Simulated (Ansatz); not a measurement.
`O[SiH]1C=C1F` + H₂ → `FC1=C[SiH2]1` + H₂O at 600 K and 1 bar (hydrogenolysis of the Si–O bond).

Program: Ansatz. Geometries: PBE0-D4/def2-TZVP. ΔE: electronic, gas phase. CCSD(T)/CBS adds triple-zeta CCSD(T) − MP2 to the extrapolated MP2 energy (def2 sets, frozen cores). This one scheme is used for every species. One conformer a species, not always the lowest.

| species | CCSD(T)/CBS energy (Eh) | H − E (kJ/mol) | S (J/(mol·K)) |
| --- | --- | --- | --- |
| `O[SiH]1C=C1F` | -541.92468 | 173.4 | 388.3 |
| H₂ | -1.17544 | 43.9 | 150.8 |
| `FC1=C[SiH2]1` | -466.68690 | 146.4 | 347.8 |
| H₂O | -76.37941 | 76.8 | 212.8 |

H − E and S are ideal-gas, rigid-rotor, harmonic terms from PBE0-D4/def2-TZVP, for one conformer and one mirror image of each species. The MP2-based limit puts H₂ 0.8 mEh under its directly extrapolated value; such offsets cancel only in part. 1 Eh = 2625.50 kJ/mol, R = 8.31446 J/(mol·K).

By hand: ΔE, ΔH, ΔS and ΔG.

ΔE = (-466.68690) + (-76.37941) − (-541.92468) − (-1.17544) = 0.03381 Eh = 88.8 kJ/mol. Δ(H − E) = 146.4 + 76.8 − 173.4 − 43.9 = 5.9, so ΔH = 94.7 kJ/mol. ΔS = 347.8 + 212.8 − 388.3 − 150.8 = 21.5 J/(mol·K). ΔG = 94.7 − 600 × (21.5)/1000 = 81.8 kJ/mol.

By hand: the equilibrium constant, and the temperature at which ΔG would vanish if ΔH and ΔS stayed fixed.

log₁₀ K = −ΔG/(RT ln 10) = -7.1. ΔG = 0 at ΔH/ΔS = 4405 K, far beyond where these terms or the molecules hold.

ΔH outweighs TΔS. A doubt of 5 kJ/mol in ΔE shifts log₁₀ K by 0.4 here. Other conformers and mirror images would add mixing entropy, several J/(mol·K) or more a flexible species. These are equilibria of isolated gas molecules and say nothing of rates. Largest T1 diagnostic: 0.014 (customary marks: 0.02 for closed shells, 0.045 for open ones).
